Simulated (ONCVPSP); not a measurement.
**hafnium (Hf), ONCV: configuration errors across variants**

ONCVPSP 4.0.1 input, shortened (lines: element, Z, core and valence counts, functional; n l f; lmax; l rc ep ncon nbas qcut; lloc lpopt rc5 dvloc0; l nproj debl; icmod fcfact rcfact), revPBE, scalar-relativistic:

```
  Hf 72.00   11    4  -102130      upf
    1    0    2.00
    2    0    2.00
    2    1    6.00
    3    0    2.00
    3    1    6.00
    3    2   10.00
    4    0    2.00
    4    1    6.00
    4    2   10.00
    4    3   14.00
    5    0    2.00
    5    1    6.00
    5    2    2.00
    6    0    1.00
    6    1    1.00
    2
    0    2.20    0.00    3    8    2.40
    1    2.15    0.00    4    7    7.70
    2    2.95    0.00    4    9    6.00
    4    5    1.75    2.00
    0    1    1.60
    1    2    2.30
    2    2    3.90
    3    2.00    1.25
```

All-electron excitation energies from the reference (eV): (1) 5p6 5d2 6s2 6p0 -3.802; (2) 5p6 5d2 6s1 6p0 4.102; (3) 5p6 5d2 6s0 6p0 18.134; (4) 5p6 5d2 6s1.5 6p0 -0.577.

2 further variants failed, have other tests or too few solved ones, and are left out.

A true bound ghost makes a file unfit for plane-wave use even where its test errors are small: the radial tests pick states by their node count and pass the ghost by.

Errors AE − PS in meV (a dash: test not solved or not reliable):

```json
{"change": "base", "(1)": "-0.5", "(2)": "+0.4", "(3)": "+15", "(4)": "+0.2", "bound ghosts": "s", "GHOST(+) flags above zero": "none"}
{"change": "d: rc 2.15, qcut 8.2", "(1)": "-0.7", "(2)": "+0.2", "(3)": "+14", "(4)": "+0.2", "bound ghosts": "s", "GHOST(+) flags above zero": "none"}
{"change": "d: rc 3.28", "(1)": "-0.5", "(2)": "+0.5", "(3)": "+14", "(4)": "+0.1", "bound ghosts": "s", "GHOST(+) flags above zero": "none"}
```

(1) Give the same row for: s: qcut 2.3; p: qcut 7.4; d: qcut 5.8.

Results:

(1) -0.4, +0.4, +15, +0.2; bound ghosts: s; GHOST(+) flags above zero: none.
